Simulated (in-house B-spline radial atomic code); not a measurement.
Removing one electron from the silver ion Ag¹⁹⁺

Closed shell [Ar] 3d10. Computed with an all-electron radial atomic-structure program (B-spline basis): Koopmans values of Dirac-Hartree-Fock plus a diagonal self-energy, in second order or with its direct term screened (direct RPA, with the hole-particle interaction, or full time-dependent Hartree-Fock), linearised in energy; no-pair Dirac-Coulomb Hamiltonian, finite nucleus. Shifts add to the Koopmans value (the ΔSCF shift is orbital relaxation alone); the final value takes TDHF screening with Breit and QED.

Command:
```bash
python run_mb.py task.json out
```
Settings (nuclear radius in fm, box in bohr, cutoff in hartree):
```
basis_form          2
Z                   47
core_configuration  [Ar] 3d10
rms_radius          4.5454
mass_number         107
speed_of_light      137.036
box_radius          4.829
lmax                7
intervals           59
virtual_cutoff      8836.0
```

Cost of the run: 13 s on 1 thread of Intel(R) Xeon(R) 6975P-C, with other jobs on the host.

Energies in eV:

```tsv
subshell	Koopmans	ΔSCF shift	second order	direct RPA	hole-particle	TDHF	Breit + QED	final
3d5/2	888.99	-3.826	?	?	?	?	?	?
3d3/2	895.66	-3.943	-2.886	-1.532	-1.933	-2.000	-0.434	893.23
3p3/2	1092.35	-2.974	-5.422	-3.522	-4.199	-4.286	-0.854	1087.21
3p1/2	1125.49	-3.210	-5.974	-3.850	-4.623	-4.724	-1.297	1119.47
```

(1) What does the self-energy do to 3d5/2?

## Answers

(1) It shifts the removal energy by -2.757 eV in second order, -1.452 with direct RPA, -1.842 with the hole-particle term and -1.906 with TDHF screening (quasi-particle weight 0.992); Breit and QED add -0.240 eV. The final value is 886.84 eV, against 885 ± 4 eV (NIST, tabulated theory).
